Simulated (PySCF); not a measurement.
## Hg⁷⁸⁺: ionisation energy

Hg⁷⁸⁺ 1s2 → Hg⁷⁹⁺ 1s1 [1s1/2^1, M_J = 1/2], as a difference of total energies. Computed with PySCF 2.14 in an uncontracted even-tempered set (15 s from 280 bohr⁻², ratio 2.4; 11 p from 370 bohr⁻², ratio 2.4; 3 d from 1100 bohr⁻², ratio 2.6; 3 f from 1700 bohr⁻², ratio 2.6), with the two-component X2C-1e Hamiltonian. Correlated levels: nothing frozen; the 24 highest virtual spinors dropped. "Screened" scales the spin-orbit matrix elements by Boettger's factors to mimic the two-electron term; Breit and QED terms are absent.

| method | ionisation energy (eV) |
| --- | --- |
| GHF (screened spin-orbit) | 94379.3 |
| GMP2 (screened spin-orbit) | 94381.4 |
| GHF (bare spin-orbit) | 94379.3 |
| GMP2 (bare spin-orbit) | 94381.4 |

Q: How much does correlation contribute at GMP2 (bare spin-orbit)?

A: 94381.4 − (94379.3) = 2.1 eV, measured against GHF (bare spin-orbit).

For this ion Breit and QED terms and the two-electron picture change, all absent here, outweigh the correlation shift from GHF to GMP2.

For comparison: 94124.7 ± 0.3 eV (theoretical estimate listed by NIST; NIST Atomic Spectra Database, ionization energies).
